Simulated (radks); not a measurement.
Results of a calculation; reference values are marked as such.
Question: The table gives one normalised radial function P(r) = r R(r) (large component) of Li in [He] 2s1 (r in bohr). Level of theory: Dirac Kohn-Sham, PBE, spin-unpolarised, spherical densities, finite nucleus; Fermi nuclear charge, rms radius 2.444 fm (a radial shooting solver on a logarithmic mesh with Libxc functionals).

| r | P |
|---|---|
| 0.02071 | 0.1812 |
| 0.02298 | 0.1997 |
| 0.0255 | 0.2199 |
| 0.02853 | 0.2437 |
| 0.03165 | 0.2679 |
| 0.03512 | 0.2942 |
| 0.03897 | 0.3227 |
| 0.04359 | 0.3559 |
| 0.04837 | 0.3893 |
| 0.05367 | 0.4251 |
| 0.06003 | 0.4665 |
| 0.06661 | 0.5075 |
| 0.07391 | 0.5510 |
| 0.08266 | 0.6004 |
| 0.09172 | 0.6484 |
| 0.1018 | 0.6983 |
| 0.1129 | 0.7496 |
| 0.1263 | 0.8060 |
| 0.1402 | 0.8586 |
| 0.1555 | 0.9107 |
| 0.174 | 0.9652 |
| 0.193 | 1.0133 |
| 0.2142 | 1.0577 |
| 0.2396 | 1.0999 |
| 0.2658 | 1.1325 |
| 0.2949 | 1.1572 |
| 0.3273 | 1.1727 |
| 0.3661 | 1.1776 |
| 0.4062 | 1.1700 |
| 0.4507 | 1.1500 |
| 0.5041 | 1.1138 |
| 0.5594 | 1.0668 |
| 0.6207 | 1.0072 |
| 0.6942 | 0.9304 |
| 0.7703 | 0.8492 |
| 0.8547 | 0.7607 |
| 0.9484 | 0.6678 |
| 1.061 | 0.5660 |
| 1.177 | 0.4733 |
| 1.306 | 0.3852 |
| 1.461 | 0.2983 |
| 1.621 | 0.2271 |
| 1.799 | 0.1665 |
| 2.012 | 0.1143 |
| 2.232 | 0.0772 |
| 2.477 | 0.0497 |
| 2.748 | 0.0304 |
| 3.074 | 0.0167 |
| 3.411 | 0.0090 |
| 3.785 | 0.0045 |
| 4.234 | 0.0019 |
| 4.697 | 0.0008 |
| 5.212 | 0.0003 |
| 5.83 | 0.0001 |
| 6.469 | 0.0000 |
| 7.178 | 0.0000 |
| 7.965 | 0.0000 |
| 8.909 | 0.0000 |
| 9.885 | 0.0000 |
| 10.97 | 0.0000 |
| 12.27 | 0.0000 |
| 13.61 | 0.0000 |

Which n and l does it have? It may be an empty orbital.

Answer: n = 1, l = 0: the number of nodes gives n - l - 1 = 0, the rise at small r points to l (this Dirac orbital starts outside the nucleus as r^gamma with gamma = sqrt((l + 1)^2 - (Z/c)^2) = 1.00; the j = 1/2 orbital of l + 1 starts with the same power, but with a smaller coefficient, and then steepens), and the extent must fit the shell. The curve is that of 1s1/2. 1s1/2: eigenvalue -51.854 eV, 0 radial nodes, <r> = 0.582 bohr, 90 % of the charge inside 1.06 bohr.
